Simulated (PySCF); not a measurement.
Atom-mapped SMILES (the numbers label the heavy atoms): `[CH3:1][CH2:2][O:3][CH:4]([O:5][CH2:6][CH3:7])[O:8][CH2:9][CH3:10]`; H(Xn) means a hydrogen on atom n.

GIAO PBE0/pcSseg-1 shifts (PySCF, gas phase, non-relativistic, equivalent atoms averaged), each against references optimised in the same way as the molecule (TMS, H2O).

On the GFN2-xTB geometry: C4 120.9, C2/C6/C9 64.8, C1/C7/C10 17.0, O3/O5/O8 108.4, H(C4) 5.35, H(C2)/H(C6)/H(C9) 3.72, H(C1)/H(C7)/H(C10) 1.28 ppm.

Problem. What changes on the PBE0-D3(BJ)/def2-SVP geometry?

Solution. 
| atoms | δ (ppm) | change |
| --- | --- | --- |
| C4 | 117.2 | -3.7 |
| C2/C6/C9 | 61.6 | -3.2 |
| C1/C7/C10 | 16.5 | -0.5 |
| O3/O5/O8 | 104.7 | -3.7 |
| H(C4) | 4.66 | -0.69 |
| H(C2)/H(C6)/H(C9) | 3.37 | -0.35 |
| H(C1)/H(C7)/H(C10) | 1.23 | -0.05 |

Bonds between heavy atoms that differ most (equivalent bonds averaged): C2–O3 1.420 → 1.408 Å, C1–C2 1.519 → 1.508 Å, O3–C4 1.381 → 1.375 Å. Mean change of bonds to hydrogen: C–H +0.010 Å.
